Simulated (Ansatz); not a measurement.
This geometry of F₄H₄OSiTi (11 atoms, charge 0, multiplicity 1) is a first-order saddle point.

The calculation used Ansatz 0.2.0, RHF/def2-SVP.

```xyz
11
Properties=species:S:1:pos:R:3
Ti 0.078 -0.264 0.037
O -0.280 -0.690 1.899
Si -1.323 -0.338 3.178
H -2.692 -0.706 2.781
H -0.876 -1.141 4.331
H -1.231 1.102 3.474
F 1.365 0.789 -0.390
F -1.263 0.830 0.019
F -0.369 -1.350 -1.215
F 1.370 -1.627 0.855
H 0.661 -1.382 1.713
```

Problem. Which two structures does it join? (They come from a converged band through this point; their orientation in space is the band's.)

Solution. Bonds broken: F10–H11. Bonds formed: O2–H11.

Initial state:

```xyz
11
Properties=species:S:1:pos:R:3
Ti -0.090 -0.074 0.086
O -0.561 -0.408 1.759
Si -1.453 -0.265 3.157
H -2.828 -0.744 2.914
H -0.807 -1.097 4.196
H -1.470 1.147 3.590
F 1.439 0.725 -0.087
F -1.216 1.148 -0.392
F -0.422 -1.357 -1.033
F 1.507 -1.825 0.811
H 1.339 -2.025 1.679
```

Final state:

```xyz
11
Properties=species:S:1:pos:R:3
Ti 0.170 -0.395 -0.097
O -0.071 -0.836 2.093
Si -1.251 -0.249 3.175
H -2.518 -0.963 2.958
H -0.737 -0.533 4.530
H -1.371 1.192 2.933
F 1.333 0.783 0.401
F -1.503 0.058 0.164
F 0.226 -0.189 -1.809
F 0.719 -2.051 -0.013
H 0.444 -1.593 2.346
```

Problem. How far does it lie above each of them?

Solution. 0.63 eV above the first and 1.09 eV above the second. This is the barrier of this one path; another mechanism may lie lower. The orbitals stay closed-shell, which can raise the energy where a bond breaks towards radicals; this wasn't checked here.

Run time: 13 min on 4 threads of Arm Neoverse V2, on a shared host, peak memory 0.32 GiB.
